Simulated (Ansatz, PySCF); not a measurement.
Reaction (SMILES): C[SiH2]C → [CH2][SiH2]C + H atom (the C-H bond at the site shown breaks; other sites are not compared here)
Geometries: B3LYP-D3(BJ)/def2-TZVP minima from Ansatz (a quantum-chemistry and plane-wave program), one conformer each, not searched for the lowest. Frequencies are from Ansatz or PySCF.

Property: bond dissociation energy (0 K, with B3LYP-D3(BJ) harmonic zero-point energies), in kJ/mol. Valence correlation only, unless marked. UHF or UKS for open shells. No spin-orbit coupling. Non-relativistic. CBS(X,Y): correlation extrapolated as X^-3; Hartree-Fock from the larger set (for Q and 5 zeta extrapolated as (X+1)exp(-9√X)).

CCSD(T)/CBS(cc-pV(Q+d)Z,cc-pV(5+d)Z) (Ansatz) gives 416.7 kJ/mol.

Task: Another calculation gave 402.0 kJ/mol. Which level was it?
A) M06-2X/def2-TZVPD (PySCF)
B) SVWN5/def2-TZVPD (Ansatz)
C) HSE06/def2-TZVPD (Ansatz)

Result: C, HSE06/def2-TZVPD (Ansatz). The others give 412.6 (M06-2X), 455.7 (SVWN5) kJ/mol.
